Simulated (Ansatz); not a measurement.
The same path of H4O2SeSn (8 atoms, charge 0, multiplicity 1) was run 3 times with different band settings. Lost on the way: Sn2–O3, Sn2–H6. Made: O3–H6.

The calculation used RKS PBE0-D4/def2-SVP (Ansatz).

Relaxed end points:

```xyz
8
Properties=species:S:1:pos:R:3
O -0.356 1.510 -1.215
Sn 0.055 0.282 0.282
O 2.017 0.097 0.229
Se -1.180 -1.878 -0.222
H -1.258 1.399 -1.538
H -0.278 0.920 1.829
H 2.335 -0.191 -0.635
H -1.243 -2.195 1.214
```

```xyz
8
Properties=species:S:1:pos:R:3
O -0.926 1.660 -1.312
Sn -1.038 0.814 0.494
O 1.415 0.446 0.567
Se -0.785 -1.704 -0.394
H -0.696 1.078 -2.044
H 1.817 0.373 1.442
H 1.323 -0.473 0.240
H -1.018 -2.251 0.952
```

Common settings: optimiser quadratic models (default); start path through a guess of the saddle point; force threshold 0.03 eV/Å; iteration limit 60; end points relaxed.

| run | movable images | climbing image | spring |
| --- | --- | --- | --- |
| 1 | 7 | yes | 5.0 eV/Å² |
| 2 | 4 | no | 5.0 eV/Å² |
| 3 | 7 | yes | 50.0 eV/Å² |

**Question.** What does each run give, and how far can it be trusted?

**Answer.** Run 1: converged after 15 iterations, highest image 1.837 eV above the first end. Neighbouring images differ by up to 1.8 eV, so the band resolves the path poorly. A vibrational analysis at the climbing image gives one clearly imaginary mode, 1251i cm⁻¹: a first-order saddle point.
Run 2: converged after 51 iterations, highest image 0.334 eV above the first end. No image climbed, so the highest image needn't sit at the top of the path. A band with more images between the same ends climbed to 1.84 eV, so this one has probably stepped over the top.
Run 3: converged after 15 iterations, highest image 1.837 eV above the first end. Neighbouring images differ by up to 1.8 eV, so the band resolves the path poorly. Another band between the same ends (7 images) ends at a top of the same energy, where a vibrational analysis finds 1 clearly imaginary mode.
The orbitals stay closed-shell, which can raise the energy where a bond breaks towards radicals; this wasn't checked here.
